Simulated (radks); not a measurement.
Values are calculated unless marked as measured or tabulated.
The potassium anion K-, [Ar] 4s2, held by a Watson sphere: a shell of charge +1 at radius R that stands for the Madelung well of a crystal (potential energy -1/R inside, -1/r outside, in hartree with lengths in bohr). Code: a radial shooting solver on a logarithmic mesh with Libxc functionals. Model: scalar-relativistic Kohn-Sham, LDA (Slater exchange, Perdew-Wang correlation), spin-polarised, spherical densities, finite nucleus; Fermi nuclear charge, rms radius of each element as measured or else 0.836 A^(1/3) + 0.57 fm. Response by self-consistent Sternheimer equations with the Hartree and adiabatic LDA kernel, the relativistic mass of each level held fixed and spin-orbit coupling left out. The sphere does not respond.

| R (bohr) | e(3s) (eV) | e(3p) (eV) | e(4s) (eV) | <r> 4s (bohr) | sum of <r^2> (bohr^2) | X-ray form factor at sin(theta)/lambda = 0.1 1/angstrom | alpha (bohr^3) |
|---|---|---|---|---|---|---|---|
| 2.48 | -37.783 | -21.489 | -3.693 | 4.186 | 60.05 | 17.059 | 170.6 |
| 2.52 | -37.666 | -21.375 | -3.689 | 4.192 | 60.19 | 17.055 | 171.3 |
| 3.01 | -36.501 | -20.223 | -3.608 | 4.298 | 62.30 | 17.006 | 185.4 |
| 4.39 | -34.920 | -18.618 | -3.217 | 4.732 | 71.02 | 16.870 | 262.0 |
| 5.26 | -34.503 | -18.189 | -2.940 | 5.017 | 77.39 | 16.806 | 330.4 |
